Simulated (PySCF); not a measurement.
**Field gradients at the hydrogen positions**

Species: C₃H₁₂OSSi₂.
Geometry (GFN2-xTB, Å), atoms numbered from 1 in this order:
```
atom  x, y, z in Å
C1     3.8635    0.5309    0.0828
S2     2.3795    0.9566   -0.8783
Si3    1.1378   -0.6241   -0.1939
O4    -0.2057   -0.3808   -1.0333
C5    -1.4299   -1.0441   -0.9075
C6    -2.5598   -0.0398   -0.7503
Si7   -2.3484    1.0611    0.7909
H8     4.2290   -0.4445   -0.2209
H9     3.6274    0.5296    1.1415
H10    4.6097    1.2886   -0.1294
H11    0.9464   -0.5058    1.2530
H12    1.7668   -1.9135   -0.4899
H13   -1.4031   -1.7241   -0.0486
H14   -1.5690   -1.6522   -1.8110
H15   -2.5926    0.5805   -1.6464
H16   -3.5001   -0.5903   -0.7058
H17   -2.2606    0.1840    1.9657
H18   -1.1560    1.8971    0.6949
H19   -3.5449    1.8999    0.8943
```

Level: PBE0/pcSseg-1 (PySCF, non-relativistic); Q(2H) = 0.00286 b; rigid geometry, the same for H and D, with no vibrational averaging.

Problem. Rank these positions by the coupling χzz of a deuteron there, largest first.
A. H14 (methylene hydrogen)
B. H19 (Si–H hydrogen)
C. H16 (methylene hydrogen)

Solution. C (210 kHz), A (192 kHz), B (109 kHz).

Problem. What are Vzz, η and χzz (234.96 MHz × Q × Vzz) at all hydrogens?

Solution. 
```csv
atom,bonded to,bond length (Å),Vzz (au),η,χzz (kHz)
H8,C1,1.085,0.3153,0.03,212
H9,C1,1.085,0.3159,0.03,212
H10,C1,1.084,0.3187,0.04,214
H11,Si3,1.464,0.1576,0.05,106
H12,Si3,1.465,0.1573,0.04,106
H13,C5,1.096,0.2866,0.10,193
H14,C5,1.098,0.2860,0.06,192
H15,C6,1.090,0.3114,0.03,209
H16,C6,1.090,0.3131,0.04,210
H17,Si7,1.469,0.1597,0.02,107
H18,Si7,1.459,0.1649,0.01,111
H19,Si7,1.465,0.1625,0.01,109
```

Problem. Average by the element that carries the hydrogen.

Solution. on C: 206 kHz over 7 positions, mean bond length 1.090 Å; on Si: 108 kHz over 5 positions, mean bond length 1.464 Å.

Problem. How does χzz go with the bond length over the 7 C–H bonds?

Solution. A straight-line fit has a slope of -16.2 kHz for each 0.01 Å, with a correlation coefficient of -0.94, over lengths from 1.084 to 1.098 Å. The longer bonds have the smaller couplings here.

The structure is a single GFN2-xTB conformer in the gas phase; no vibrational or solvent corrections. GFN2-xTB bond lengths can be off by several hundredths of an ångström, more for odd bonds, and the gradients follow them. The small basis limits the accuracy of the gradients.
